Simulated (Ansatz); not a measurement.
C6H4Se4, SMILES `C1=C[Se]C(=C2[Se]C=C[Se]2)[Se]1`, charge 0, multiplicity 1.

Problem. Give a relaxed structure at PBE0-D4/def2-TZVP (Ansatz). (Best estimate.)

Solution. Computed: 
```xyz
14

C    -1.6751   -0.9075   -2.7550
C    -0.9051   -1.9703   -2.5531
Se    0.5321   -1.8535   -1.3457
C    -0.0133   -0.1474   -0.7253
C     0.4748    0.4173    0.3854
Se    1.7761   -0.4146    1.4845
C     1.4881    0.7982    2.8927
C     0.7178    1.8608    2.6910
Se   -0.0652    2.1266    1.0019
Se   -1.3092    0.6876   -1.8284
H    -2.5036   -0.8892   -3.4516
H    -1.0365   -2.9140   -3.0671
H     1.9931    0.5908    3.8276
H     0.5258    2.6154    3.4431
```
Point group C2v.
This is one stationary point; other conformers may exist.
